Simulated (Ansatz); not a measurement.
Two isomers of CH4ClFSSi: A = `CS[SiH](F)Cl`, B = `C[Si](F)(S)Cl`.

Computed with Ansatz on PBE0-D4/def2-TZVP structures; ΔE is electronic, products minus reactants. CCSD(T)/CBS is the MP2 limit (def2-TZVPP, def2-QZVPP) plus CCSD(T) − MP2 in def2-TZVPP, frozen cores. Functionals use def2-TZVPP. B3LYP here is the variant with VWN-RPA as its local correlation; programs differ in this. Each species was taken in one conformer, which may not be the lowest.

A:

Z-matrix (Å, degrees):
```
C
S 1 1.819
H 1 1.089 2 110.7
H 1 1.089 2 106.1 3 118.5
H 1 1.089 2 110.9 3 -122.9
Si 2 2.095 1 100.5 3 59.6
Cl 6 2.044 2 112.0 1 -53.0
F 6 1.592 2 111.7 1 64.6
H 6 1.473 2 108.8 1 -174.9
```

B:

Z-matrix (Å, degrees):
```
C
Si 1 1.843
H 1 1.091 2 110.5
H 1 1.092 2 110.0 3 120.2
H 1 1.093 2 110.4 3 -120.2
F 2 1.593 1 107.8 3 -177.4
S 2 2.117 1 114.8 3 59.6
Cl 2 2.040 1 111.2 3 -59.8
H 7 1.346 2 93.1 1 55.6
```

(1) Which is lower in electronic energy at CCSD(T)/CBS, and by how much? (Best estimate.)

(2) Give E(B) − E(A) in kcal/mol with CCSD(T)/def2-TZVPP, PBE0-D4, CCSD(T)/def2-SVP, MP2/def2-TZVPP, B3LYP, B3LYP-D4, HF/def2-TZVPP. (Best estimate.)

(3) Does the order hold for the free energy at 298.15 K (harmonic terms from PBE0-D4)? (Best estimate.)

Largest T1 diagnostic: 0.011.

Answers

(1) The calculation gave: B, by 15.8 kcal/mol.

(2) Ansatz gave: CCSD(T)/def2-TZVPP -16.2, PBE0-D4 -15.9, CCSD(T)/def2-SVP -15.1, MP2/def2-TZVPP -16.3, B3LYP -15.3, B3LYP-D4 -15.4, HF/def2-TZVPP -15.2. None reverses the order clearly.

(3) Computed: Yes: G(B) − G(A) = -16.4 kcal/mol, for one conformer each. Modes under 60 cm⁻¹, often nearly free rotors, make the harmonic entropy too high.

From BLYP to BHLYP (50 % exact exchange), in def2-TZVPP and without D4, E(B) − E(A) moves by −1.0 kcal/mol. In def2-TZVPP, CCSD(T) changes the Hartree–Fock value by −1.0 kcal/mol (the triples alone add +0.2 kcal/mol) and MP2 by −1.1 kcal/mol.
